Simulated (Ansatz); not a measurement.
```yaml
crystal:
  periodic: [false, false, false]
  atoms:
    - {symbol: Be, position_ang: [1.159058, 0.819642, 0.441370]}
    - {symbol: Be, position_ang: [0.180675, -1.097739, -0.557336]}
    - {symbol: Be, position_ang: [-0.928038, 0.587295, -0.215626]}
basis:
  gaussian: {orbitals: "6-31G*"}
hamiltonian: {xc: {name: PBE-QIDH}}
scf: {lower_state_search: light}
```

```sh
$ ansatz run in.yaml --threads 4 --pin off --events-out ev --progress --plain --max-ram 3916MiB
```

Shortened log:

```
Functional definition: PBE-QIDH
421 factors; integrals over basis functions are off by at most 1.1e-3 eV
mean field evaluation 1: about -1193.4560 eV, gradient 5.4e0 eV
mean field evaluation 2: about -1193.4596 eV, gradient 5.4e0 eV
mean field evaluation 4: about -1193.9389 eV, gradient 1.1e0 eV
mean field evaluation 8: about -1193.9815 eV, gradient 4.5e-2 eV
mean field evaluation 16: about -1193.9815 eV, gradient 1.6e-4 eV
mean field -1193.98151516 eV, -43.8780113722 hartree, gradient 8.2e-6 eV, S^2 0.000000; 0 other end points of the search recorded, 0 dependent functions left out; unrestricted orbitals would lower it
reference -1193.98152342 eV, -43.8780116759 hartree; 6, 6 occupied and 39, 39 virtual orbitals, 421 factors
second order -4.24167422 eV of doubles, -0.00000000 eV of singles
Total energy: -1195.39541483 eV, -43.9299712267 hartree
```

Hardware: 4 threads of Arm Neoverse V2 on a shared host. Wall time 0.25 s.

The 6-31G sets use Cartesian d functions. Correlated methods freeze no core orbitals. The restricted singlet is unstable: a solution with broken spin symmetry lies lower.
